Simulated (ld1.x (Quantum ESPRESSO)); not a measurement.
**Ranking ultrasoft potentials for P**

All share these settings but for the change named:

```json
{
  "Element": "P (Z = 15)",
  "Generator": "ld1.x (Quantum ESPRESSO) 7.5",
  "Type": "ultrasoft",
  "Functional": "PBE",
  "Relativity": "scalar-relativistic",
  "Frozen core": "[Ne]",
  "Valence charge": "5",
  "Reference configuration": "3s2 3p3",
  "Partial waves": "3s (bound): rcut 1.25, rcutus 1.50 bohr; 3s channel at 0.2 Ry: rcut 1.25, rcutus 1.50 bohr; 3p (bound): rcut 1.80, rcutus 2.05 bohr; 3p channel at 1.15 Ry: rcut 1.80, rcutus 2.05 bohr; 3d channel at 0.05 Ry: rcut 1.35, rcutus 1.60 bohr; 3d channel at 2.75 Ry: rcut 1.35, rcutus 1.60 bohr",
  "Local potential": "all-electron potential smoothed inside 1.60 bohr (lloc = -2)",
  "Core correction": "none",
  "Augmentation charge": "PSQ, inside the norm-conserving radii"
}
```

Cutoff: the first of the cutoffs (Ry, on a coarse ladder) from which the occupation-weighted sum of valence levels, in a spherical-Bessel basis at the reference potential, stays within 10 and 1 mRy of its value at 400 Ry; the density cutoff is not measured.

The base gives 15 Ry.

Of 6 variants that were run, those that failed, showed a ghost or another fault, or gave nearly equal values are left out.

(1) Rank these variants from softest to hardest (loose cutoff).
A. all radii scaled by about 1.37 (s 2.06, p 2.82, d 2.20 bohr, rcut 1.72/2.48/1.86); local potential all-electron potential smoothed inside 2.20 bohr (lloc = -2)
B. all radii scaled by about 1.07 (s 1.60, p 2.20, d 1.72 bohr, rcut 1.34/1.92/1.44); local potential all-electron potential smoothed inside 1.72 bohr (lloc = -2)
C. all radii scaled by about 0.87 (s 1.30, p 1.78, d 1.38 bohr, rcut 1.08/1.56/1.18); local potential all-electron potential smoothed inside 1.38 bohr (lloc = -2)

Answers

(1) A (8 Ry), B (12 Ry), C (18 Ry).
